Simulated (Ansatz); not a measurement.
Gas-phase electronic energies from Ansatz, PBE0-D4/def2-TZVP geometries. CCSD(T)/CBS is the MP2 limit (def2-TZVPP, def2-QZVPP) plus CCSD(T) − MP2 in def2-TZVPP, frozen cores. This one scheme is used for every species. Functionals use def2-TZVPP. B3LYP here is the variant with VWN-RPA as its local correlation; programs differ in this. One conformer a species, not always the lowest.

Consider the formal exchange of groups at the Si–B bond: `BCB[SiH2]F` + `NC=O` → `NC(=O)[SiH2]F` + `BCB`.

`BCB[SiH2]F`:

```xyz
12

B    -1.104    0.776   -1.675
C     0.143    0.055   -1.107
B    -0.254   -0.622    0.237
Si    0.853   -0.259    1.873
F     0.344   -1.025    3.190
H    -1.147    1.970   -1.750
H    -2.055    0.134   -2.012
H     1.065    0.637   -1.087
H     0.254   -0.850   -1.735
H    -1.207   -1.348    0.255
H     2.266   -0.670    1.636
H     0.844    1.202    2.175
```

`NC=O`:

```xyz
6

N    -0.037    0.588    0.363
C     0.039   -0.557   -0.349
O     0.666   -0.696   -1.371
H     0.457    1.403    0.041
H    -0.577    0.640    1.207
H    -0.547   -1.378    0.109
```

`NC(=O)[SiH2]F`:

Z-matrix (Å, degrees):
```
Si
F 1 1.608
C 1 1.902 2 110.1
H 1 1.478 2 108.7 3 -119.0
H 1 1.478 2 108.7 3 119.0
O 3 1.219 1 115.4 2 -180.0
N 3 1.349 1 120.7 2 0.0
H 7 1.009 3 119.5 1 -180.0
H 7 1.005 3 121.1 1 -0.0
```

`BCB`:

```xyz
9

B     0.059    0.939   -0.884
C     0.530   -0.320   -0.113
B    -0.468   -0.606    1.039
H    -1.007    0.938   -1.429
H     0.734    1.926   -0.937
H     1.580   -0.317    0.178
H     0.304   -1.135   -0.826
H    -0.118   -0.592    2.184
H    -1.616   -0.833    0.788
```

| level | ΔE (eV) |
| --- | --- |
| PBE-D4 | -0.04 |
| r2SCAN0-D4 | -0.07 |
| PBE | -0.03 |
| B3LYP | -0.10 |
| CCSD(T)/def2-SVP | -0.05 |
| HF/def2-TZVPP | -0.10 |
| MP2/def2-TZVPP | -0.14 |
| MP2/def2-QZVPP | -0.15 |

(1) What does CCSD(T)/CBS give? (Best estimate.)

Largest T1 diagnostic among the species: 0.016.

Results:

(1) The calculation gave: -0.10 eV. The listed levels differ from it by 0.06, 0.03, 0.07, 0.00, 0.05, 0.00, -0.04, -0.05 eV.

At CCSD(T), def2-SVP lies −0.1 eV from the extrapolated value and def2-TZVPP +0.01 eV. Leaving LDA and LC-ωPBE aside and taking each functional with its dispersion term where it has one, the values, not all of them listed here, spread over 0.13 eV, from ωB97M-V to B97M-V.
